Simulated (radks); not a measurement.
Values are calculated unless marked as measured or tabulated.
Question: The indium ion In2+, [Kr] 4d10 5s1. Level of theory: non-relativistic Kohn-Sham, exchange-only PBE, spin-polarised, spherical densities, point nucleus (a radial shooting solver on a logarithmic mesh with Libxc functionals). Every spin shell is full or empty, so the densities are truly spherical. Functionals are evaluated on that one density, not self-consistently. Rank these exchange functionals by their error against the exact value of the orbitals, and give that value: LDA, B88, PBEsol, revPBE, PW86, OPTX, WC, B86b, APBE, revTPSS, r2SCAN, MS2, TASK, MVS.

Answer: Exact: -153.319 hartree. From best to worst, with 100 (|E| - |E exact|)/|E exact| (equal figures are ties): B86b 0.00, B88 +0.02, MVS +0.08, r2SCAN -0.09, PW86 -0.18, revPBE -0.29, APBE +0.31, MS2 -0.58, WC -0.87, revTPSS -0.91, OPTX +1.22, TASK -2.23, PBEsol -2.28, LDA -4.90.
